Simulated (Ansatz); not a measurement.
`FBOC(F)(F)F`, charge 0, multiplicity 1.

**Question.** Give a relaxed structure at PBE0-D4/def2-TZVP (Ansatz 0.2.0). (An estimate is asked.)

**Answer.** Computed: 
Cartesian coordinates in Å:
```
F -0.284 0.350 -1.855
B -0.966 0.629 -0.767
O -0.510 0.244 0.464
C 0.643 -0.436 0.678
F 0.772 -0.641 1.977
F 0.637 -1.616 0.065
F 1.702 0.247 0.253
H -1.994 1.222 -0.816
```
Point group Cs.
